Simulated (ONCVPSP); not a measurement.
## What the settings do to the ONCV potential of hydrogen

Base potential:

* Element: hydrogen
* Generator: ONCVPSP 4.0.1
* Type: optimised norm-conserving Vanderbilt (ONCV)
* Functional: LDA (Perdew-Wang 92)
* Relativity: scalar-relativistic
* Frozen core: none
* Valence charge: 1
* Reference configuration: 1s1
* Partial waves: 1s: rc 1.25 bohr, ncon 3, nbas 6, qcut 4.3 1/bohr, 2 projectors, debl 3.3 Ha; p scattering state at 0.38 Ha: rc 1.05 bohr, ncon 4, nbas 7, qcut 7.4 1/bohr, 1 projector
* Local potential: polynomial inside 0.70 bohr (lpopt 5, dvloc0 0 Ha)
* Core correction: none

All-electron outer shells of the reference configuration (LDA (PZ), scalar-relativistic, ld1.x):

| shell | level (eV) | outermost node (bohr) | outermost maximum (bohr) |
| --- | --- | --- | --- |
| 1s | -6.36 | – | 1.05 |

Cutoffs, loose and tight: the cutoffs (Ha) at which the residual kinetic energy of the hardest occupied pseudo-wave falls to 1 and 0.1 mHa per electron. They do not see the model core or the augmentation charge, which bear on the density cutoff. Test errors are all-electron minus pseudo excitation energies from the reference, over the configurations 1s0.5. A dash means not determined; rows that change the core or the reference have their own tests.

```
    change    outcome  cutoff, loose  cutoff, tight  bound ghosts  GHOST(+) flags above zero
      base  generated          11 Ha          53 Ha          none                       none
s: rc 0.88  generated          35 Ha         109 Ha          none                       none
s: rc 0.94  generated          32 Ha          96 Ha          none                       none
s: rc 1.06  generated          23 Ha          75 Ha          none                       none
 s: rc 1.3  generated          11 Ha          48 Ha          none                       none
 s: rc 1.4  generated         9.3 Ha          40 Ha          none                       none
s: rc 1.52  generated         8.3 Ha          31 Ha          none                       none
 s: rc 1.7  generated         7.2 Ha          13 Ha          none                       none
```

Question: What comes out with this change to the base: s: rc 1.2?

Answer: outcome: generated; cutoff, loose: 12 Ha; cutoff, tight: 57 Ha; bound ghosts: none; GHOST(+) flags above zero: none.

Question: What comes out with this change to the base: s: rc 1.82?

Answer: outcome: generated; cutoff, loose: 6.8 Ha; cutoff, tight: 9.5 Ha; bound ghosts: none; GHOST(+) flags above zero: none.

Question: What comes out with this change to the base: s: rc 1.58?

Answer: outcome: generated; cutoff, loose: 7.9 Ha; cutoff, tight: 25 Ha; bound ghosts: none; GHOST(+) flags above zero: none.

Reading the sweep of the s radius (base included, trends over the rows without a ghost): The loose cutoff falls from 35 Ha at 0.88 to 6.8 Ha at 1.82 bohr. A larger radius leaves more room for a smooth pseudo-wave, so fewer plane waves are needed; a smaller one forces it to follow the all-electron wave where it bends sharply.
